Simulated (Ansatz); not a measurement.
```yaml
crystal:
  periodic: [false, false, false]
  atoms:
    - {symbol: W, position_ang: [-1.114469, -2.005822, 0.016346]}
    - {symbol: W, position_ang: [-1.114469, -2.005822, -0.283654]}
    - {symbol: W, position_ang: [0.357279, 0.284620, 1.925513]}
    - {symbol: Si, position_ang: [-2.167940, -0.401685, 1.178193]}
    - {symbol: Si, position_ang: [1.051549, -0.871378, -0.259411]}
    - {symbol: Si, position_ang: [-1.090000, 1.680242, 0.431586]}
    - {symbol: Si, position_ang: [-0.813944, 0.004846, -1.699460]}
    - {symbol: Si, position_ang: [2.523995, 0.668585, 0.973379]}
    - {symbol: Si, position_ang: [0.384296, 1.293592, -3.262638]}
    - {symbol: Si, position_ang: [-0.139431, -2.110514, 1.919493]}
basis:
  gaussian: {orbitals: def2-TZVP}
total_charge: -1
magnetization: {spin_polarized: true, initial_magnetization: 1}
hamiltonian: {xc: {name: CAM-B3LYP}, dispersion: d4}
output: {forces: true}
```

```sh
$ ansatz run in.yaml --threads 4 --pin off --events-out ev --progress --plain --max-ram 6963MiB
```

**Question.** Does this run fit into the memory that it is given?

**Answer.** No. It has 379 basis functions, and the program plans for 9 GiB where 7 GiB are given.
